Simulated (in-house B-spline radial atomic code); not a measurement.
Atomic self-consistent-field run: Ne³⁺. Computed with a radial B-spline atomic code at the basis-set limit: scalar-relativistic (X2C) PBE, spherical fractional occupations, Fermi nucleus of rms radius 3.0055 fm, inside a hard spherical wall at 7.88 bohr.

Command:
```bash
python run_scf.py task.json out
```
Settings (nuclear radius in fm, mass in u):
```
Z                10
configuration    [He] 2s1 2p4
hamiltonian      x2c
method           pbe,pbe
spin_polarised   False
nucleus          fermi
rms_radius       3.0055
atomic_mass      19.99244
speed_of_light   137.035999084
wall_radius      7.88
```

Output (hartree, bohr):
```
 radial grid: 66 intervals, B-splines of order 8, outer radius 7.88 bohr

 iter        energy (Eh)    residual
    1        -120.433130    2.13e-01
    2        -122.841786    1.04e-01
    3        -123.223859    3.21e-02
    4        -123.268201    9.69e-03
    5        -123.271970    4.08e-03
    6        -123.272802    5.12e-05
    7        -123.272802    2.61e-06
    8        -123.272802    1.19e-08

 total energy                      -123.27280
 kinetic                             123.3470
 electron-nucleus                   -279.9205
 Hartree                              43.5994
 exchange-correlation                -10.2987

 orbital      occ     eigenvalue          <r>       <r^2>       <1/r>     <1/r^3>       r_max
 1s         2.000       -33.5437       0.1576   0.0335149     9.65939           -      0.1024
 2s         1.000        -3.7764     0.798245    0.757127     1.82798           -      0.6472
 2p         4.000        -2.9335     0.759423    0.718968     1.72267     16.2667      0.5631
```

Run time, properties included: 0.06 s on 1 thread of Arm Neoverse V1, on a shared host.
